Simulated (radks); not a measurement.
Spherical jellium clusters: N electrons in a uniform positive sphere of charge N and radius rs N^(1/3), rs = 5.76 bohr. Method: non-relativistic Kohn-Sham, LDA (Slater exchange, Perdew-Wang correlation), spin-polarised, spherical densities; computed with a radial shooting solver with Libxc functionals. Levels are named by radial order and angular momentum (1s, 1p, 1d, 2s, ...), and open shells are averaged over m. Each electron was tried in the lowest free levels, single moves between levels near the top were tried too, and the lowest total energy was kept; such a search can miss a lower state. Energies include the self-energy of the background; IP and EA are vertical (highest electron removed, lowest free level filled), at fixed background; spill-out counts the electrons outside the background radius R, and alpha is the static dipole polarisability from linear response (closed shells only). A dash means not computed or, for alpha, an open shell; in EA it means that no bound solution was reached, which is typical of self-interaction and does not show that the anion is unstable. Real open-shell clusters deform, which this model forbids.

N,open shells,2S,E/N (eV),E(N+1) + E(N-1) - 2E(N) (eV),EA (eV),spill-out (e),alpha/R^3
1,"1s(up 1, down 0)",1,-1.360,-,-,0.27,-
2,none,0,-1.610,0.589,-,0.40,1.386
3,"1p(up 1, down 0)",1,-1.497,-0.414,-,0.62,-
4,"1p(up 2, down 0)",2,-1.544,-0.259,-,0.74,-
5,"1p(up 3, down 0)",3,-1.624,0.229,-,0.83,-
6,"1p(up 3, down 1)",2,-1.639,-0.215,1.081,0.95,-
7,"1p(up 3, down 2)",1,-1.681,-0.151,1.269,1.03,-
8,none,0,-1.731,0.618,-,1.11,1.272
9,"1d(up 1, down 0)",1,-1.701,-0.158,-,1.24,-
10,"1d(up 2, down 0)",2,-1.693,-0.129,1.064,1.34,-
11,"1d(up 3, down 0)",3,-1.698,-0.107,1.193,1.42,-
12,"1d(up 4, down 0)",4,-1.711,-0.090,1.302,1.49,-
13,"1d(up 5, down 0)",5,-1.729,0.230,1.098,1.56,-
14,"1d(up 5, down 1)",4,-1.729,-0.101,1.219,1.65,-
15,"1d(up 5, down 2)",3,-1.735,-0.085,1.322,1.72,-
16,"1d(up 5, down 3)",2,-1.745,-0.073,1.410,1.79,-
17,"1d(up 5, down 4)",1,-1.759,-0.063,1.486,1.86,-
18,none,0,-1.775,0.135,1.376,1.92,1.209
19,"2s(up 1, down 0)",1,-1.781,0.175,1.236,2.04,-
20,none,0,-1.779,0.086,1.160,2.20,1.227
21,"1f(up 1, down 0)",1,-1.772,-0.068,1.237,2.27,-
22,"1f(up 2, down 0)",2,-1.770,-0.061,1.306,2.32,-
23,"1f(up 3, down 0)",3,-1.770,-0.055,1.368,2.38,-
24,"1f(up 4, down 0)",4,-1.772,-0.050,1.425,2.43,-
25,"1f(up 5, down 0)",5,-1.777,-0.046,1.477,2.48,-
26,"1f(up 6, down 0)",6,-1.782,-0.042,1.524,2.52,-
27,"1f(up 7, down 0)",7,-1.789,0.195,1.338,2.57,-
28,"1f(up 7, down 1)",6,-1.788,-0.050,1.396,2.63,-
29,"1f(up 7, down 2)",5,-1.790,-0.046,1.449,2.68,-
30,"1f(up 7, down 3)",4,-1.792,-0.042,1.498,2.74,-
31,"1f(up 7, down 4)",3,-1.796,-0.039,1.543,2.79,-
32,"1f(up 7, down 5)",2,-1.801,-,1.584,2.84,-

All shells are closed at N = 2, 8, 18, 20 (there: 1s2 1p6 1d10 2s2); the second difference of the energy has clear peaks (12 % above both neighbours; the first and last values, which can be the largest, are not judged, and half-filled shells can peak too) at N = 5, 8, 13, 19, 27.
